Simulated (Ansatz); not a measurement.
Basis sets compared for InCl2F. Total charge 0; singlet. Geometry r2SCAN-D4/def2-SVP. Ansatz on 4 threads of Intel Xeon on a shared host; times are rough, and most runs start from earlier orbitals.

```csv
atom,x (Å),y (Å),z (Å)
In1,-0.044,-0.049,-0.007
Cl2,1.995,-0.519,0.994
Cl3,-0.619,2.059,-0.783
F4,-1.332,-1.491,-0.204
```

In the def2 sets In takes a core potential, while STO-3G treats all electrons; there is no spin–orbit coupling.

STO-3G and 6-31G are all-electron sets without relativity, so their totals don't compare with the def2 sets.

Binding counts from free atoms (In doublet, Cl doublet, F doublet) in the same basis, without a counterpoise term.

```
                         level  functions  energy (Eh)  HOMO (eV)  LUMO (eV)  binding per atom (eV)  wall time
                     HF/STO-3G         50   -6690.2597      -9.86       4.70                   2.80      0.6 s
                  HF/def2-TZVP        155   -1207.8598     -12.93       0.21                   1.93      1.6 s
               PBE-D4/def2-SVP         76   -1209.6578      -7.92      -3.94                   2.80     0.76 s
PBE-D4/def2-TZVP (with forces)        155   -1210.1197      -8.16      -4.13                   2.83      1.8 s
           r2SCAN-D4/def2-TZVP        155   -1210.5551      -8.54      -3.95                   2.80      2.5 s
              PBE0-D4/def2-SVP         76   -1209.7311      -9.43      -3.11                   2.69      1.4 s
             PBE0-D4/def2-TZVP        155   -1210.1876      -9.61      -3.26                   2.74      2.3 s
```

(1) Estimate the rows for PBE-D4/def2-TZVPD, r2SCAN-D4/def2-TZVPD, PBE0-D4/def2-TZVPD.

Answers

(1) 
```json
{"level": "PBE-D4/def2-TZVPD", "functions": "188", "energy (Eh)": "-1210.1219", "HOMO (eV)": "-8.22", "LUMO (eV)": "-4.21", "binding per atom (eV)": "2.83", "wall time": "1.9 s"}
{"level": "r2SCAN-D4/def2-TZVPD", "functions": "188", "energy (Eh)": "-1210.5566", "HOMO (eV)": "-8.57", "LUMO (eV)": "-3.99", "binding per atom (eV)": "2.80", "wall time": "3.1 s"}
{"level": "PBE0-D4/def2-TZVPD", "functions": "188", "energy (Eh)": "-1210.1893", "HOMO (eV)": "-9.64", "LUMO (eV)": "-3.32", "binding per atom (eV)": "2.74", "wall time": "3 s"}
```
